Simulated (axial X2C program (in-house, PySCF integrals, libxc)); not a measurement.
## Levels of TiF by electron attachment to TiF⁺ (EOM-EA-CCSD)

Computed with an in-house all-electron X2C program for linear molecules (integrals from PySCF): two-component X2C with atomic mean-field Coulomb and Gaunt terms, Gaussian nuclei, basis Ti dyall-acv3z, F dyall-av3z with contracted cores.

R = 1.776 Å (near the PBE0 minimum at charge 0 of the determinant lowest at the starting distance; the state shown can have its own minimum elsewhere).

Hartree–Fock spinors of TiF⁺ (one of each Kramers pair; a window near the gap, which can cut inner shells):

| ω | occupied | ε (eV) | character |
| --- | --- | --- | --- |
| 1/2 | yes | -22.07 | 86% F p, 8% Ti d |
| 1/2 | yes | -21.44 | 88% F p, 6% Ti d, 3% Ti f |
| 3/2 | yes | -21.37 | 87% F p, 6% Ti d, 3% Ti f |
| 5/2 | yes | -16.52 | 100% Ti d |
| 1/2 | no | -6.07 | 69% Ti s, 21% Ti p, 6% F p |
| 3/2 | no | -3.88 | 65% Ti p, 30% Ti d, 4% F p |
| 1/2 | no | -3.70 | 68% Ti p, 27% Ti d, 5% F p |
| 1/2 | no | -3.63 | 55% Ti d, 36% Ti p, 4% Ti s |
| 3/2 | no | -2.20 | 99% Ti d |
| 1/2 | no | -2.16 | 75% Ti s, 22% Ti p |

Levels of TiF obtained by attaching an electron to TiF⁺:

```tsv
Ω	binding energy (eV)	above lowest (cm⁻¹)	attached spinor	one-particle weight
1/2	6.647	0	70% Ti sσ, 16% Ti pσ, 7% F pσ	0.97
3/2	4.817	14765	60% Ti dπ, 36% Ti pπ	0.92
1/2	4.640	16185	62% Ti dσ, 31% Ti pσ	0.90
1/2	4.459	17653	52% Ti dπ, 43% Ti pπ	0.93
```

This point took 61 s on 1 thread of Intel(R) Xeon(R) Processor @ 2.30GHz (shared host).

Reference electrons by ω block (each with its −ω partner): 1/2: 11, 3/2: 3, 5/2: 1. 18 electrons of TiF⁺ correlated (inner shells frozen), 92 natural virtual spinors (a truncated set); levels can be off by some tenths of an eV. Roots sought by Ω: (1/2: 5, 3/2: 4, 5/2: 2, 7/2: 1); rows need 60 % one-particle weight and stop where some Ω has no more roots. Missing are any skipped roots, higher Ω and states of a further excitation; these come out far too high here and may in truth be low or lowest. T1 of the reference 0.020 (Lee–Taylor). The reference was not checked to be the lowest state of its species. Number of frozen shells: Ti 2 s, 1 p; F 1 s.
